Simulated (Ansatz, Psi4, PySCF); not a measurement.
CrFO2, doublet, geometry from GFN2-xTB (such geometries of metal compounds can be far from the true shape) (the multiplicity is a formal guess). Base run: WB97X/STO-3G in PySCF.

Input for PySCF:
```python
from pyscf import gto, scf, dft

mol = gto.M(
    atom='''
Cr    0.020769   -0.019108    0.018557
O     1.470236   -0.305020   -0.409788
O    -0.423091   -0.658385    1.345392
F    -0.986180    0.907316   -0.881133
''',
    basis='sto-3g',
    charge=0,
    spin=1,
    verbose=4,
)

mf = dft.UKS(mol)
mf.xc = 'wb97x'
mf.kernel()
```

The same geometry, method and basis name were run in Ansatz (a program for electronic structure) and Psi4 and PySCF, at each program's defaults and at the settings that a row names. The base is PySCF at its defaults. Differences at the defaults can come from grids, fitting, cores and function types together.

```tsv
code and settings	ΔE vs base (µEh)	basis functions	E (Eh)	SCF cycles	dipole (D)
PySCF, defaults (exact integrals, its default grid, spherical functions)	0.0	33	-1280.37265	17	1.51
Psi4, defaults (density fitting with its default set, its default grid, spherical functions)	-2909	33	-1280.37555	14	1.51
Ansatz, defaults (factorised integrals, its default grid, spherical functions)	53.1	33	-1280.37259	-	-
PySCF, density fitting with def2-universal-jkfit	-2197	33	-1280.37484	17	1.51
PySCF, fine grid	64.9	33	-1280.37258	17	1.51
Psi4, exact integrals, spherical functions, fine grid	-129	33	-1280.37277	18	1.51
Ansatz, high accuracy	46.4	33	-1280.37260	-	-
```

Open shells are given as the SCF converged; they aren't shown to be the lowest states, and a large step between rows can be another state.
